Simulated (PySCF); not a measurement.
Gas-phase reaction: WO3 + 3 F = WO2F2 + FO

Energies from PySCF, thermal terms from the rigid-rotor harmonic-oscillator model, ideal gas at 1 bar. † marks an energy on the PBE0/def2-TZVP geometry and frequencies; other levels use their own. MP2 and CCSD(T) freeze the core. Open shells (unrestricted): F (multiplicity 2, electronic degeneracy 6), FO (multiplicity 2, electronic degeneracy 4); the rest are closed-shell singlets. Spin-orbit splitting is ignored; it lowers the true energy and changes the entropy of F, FO. W: scalar-relativistic def2 core potential, no spin-orbit coupling. WO2F2: computed as isolated molecules; such fragments, hydroxides, amides, oligomers or adducts are transient or little studied in the gas. MP2 isn't extrapolated to the basis-set limit; its ΔH°(298 K) is -734.8 kJ in def2-SVP and -779.7 kJ in def2-TZVPP. CCSD(T) isn't extrapolated to the basis-set limit; its ΔH°(298 K) is -735.0 kJ in def2-SVP and -778.4 kJ in def2-TZVPP. The harmonic model lacks anharmonicity and excited electronic states, which grow with temperature; levels with a mode under 35 cm⁻¹ are left out. Warning, large T1 diagnostic: WO2F2, WO3 (CCSD(T)/def2-SVP†).

| level | ΔE electronic, kJ | ΔH°(298 K), kJ | ΔS°(298 K), J/K | ΔG°(1600 K), kJ |
|---|---|---|---|---|
| BLYP/def2-TZVP† | -850 | -845 | -232 | -464 |
| CCSD(T)/def2-SVP† | -741 | -735 | -232 | -355 |
| HF/def2-TZVP† | -535 | -529 | -232 | -148 |
| MP2/def2-TZVPP† | -786 | -780 | -232 | -399 |
| PBE/def2-TZVP† | -879 | -873 | -232 | -492 |
| PBE0/def2-SVP† | -823 | -817 | -232 | -437 |
| PBE0/def2-TZVP | -813 | -807 | -232 | -426 |
| LDA/def2-TZVP† | -1050 | -1044 | -232 | -663 |
| ωB97M-V/def2-TZVP† | -837 | -831 | -232 | -451 |
| ωB97X-V/def2-TZVP† | -848 | -842 | -232 | -461 |
ΔH° is lowest at LDA/def2-TZVP† and highest at HF/def2-TZVP†. No reference value is set beside these.
